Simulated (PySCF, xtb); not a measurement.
C₅H₉O₃, SMILES O(C(C)COC)[C]=O, multiplicity 2. The values are those of a single conformer.

Harmonic wavenumbers (cm⁻¹) from GFN2-xTB (xtb) at its own minimum, in rising order: 60, 82, 122, 156, 178, 200, 232, 290, 377, 394, 474, 541, 664, 732, 895, 928, 973, 1030, 1093, 1123, 1126, 1145, 1167, 1196, 1247, 1274, 1282, 1337, 1399, 1409, 1435, 1469, 1469, 1483, 1485, 1872, 2837, 2915, 2933, 2939, 2975, 3031, 3036, 3047, 3052.

Q: What does PBE0-D3(BJ)/def2-SVP (PySCF) give at its own minimum? (Estimate from the structure and the level; the computed values follow.)

A: 80, 102, 136, 176, 200, 221, 254, 307, 370, 418, 476, 556, 768, 827, 909, 932, 1015, 1093, 1152, 1158, 1181, 1205, 1243, 1264, 1317, 1334, 1364, 1401, 1421, 1447, 1455, 1462, 1470, 1482, 1485, 1924, 2995, 3006, 3068, 3093, 3099, 3117, 3166, 3167, 3177. Paired by order, the mean absolute difference is 54 cm⁻¹ and the zero-point energies are 84.5 and 87.9 kcal/mol.
